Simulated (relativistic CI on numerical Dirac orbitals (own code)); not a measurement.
Pt⁶⁺: 4f photoemission

Computed with this model: Dirac-Coulomb-Breit CI, separate exchange-only KLI orbitals for each configuration, model QED, valence Slater integrals scaled by 0.8, multiplet model of photoemission in the sudden approximation; configurations [Xe] 4f14 5d4 → [Xe] 4f13 5d4; 300 K; Lorentzian 0.25 eV and Gaussian 0.5 eV FWHM. Energies are those of the free ion, without screening or charge transfer. The energies are binding energies and can lie tens of eV above those of solids. S is read from ⟨S²⟩ = S(S + 1).

free ion: ground-state S = 1.59, centroid 169.99 eV. Peaks (eV, height): 168.2 (100), 170.7 (20), 172.6 (36).

Strongest unbroadened transitions for free ion:

```
Energy (eV)  Relative strength
     168.15              100.0
     169.24                2.7
     170.46                4.4
     170.59                1.3
     170.79               15.1
     171.39                1.1
     171.80                0.3
     172.02               15.8
     172.39                6.9
     172.51               15.0
     172.84               18.2
     172.99                1.7
     173.26                0.5
     174.25                0.4
     174.28                0.3
     174.61                0.5
     174.74                0.6
     174.87                0.9
```
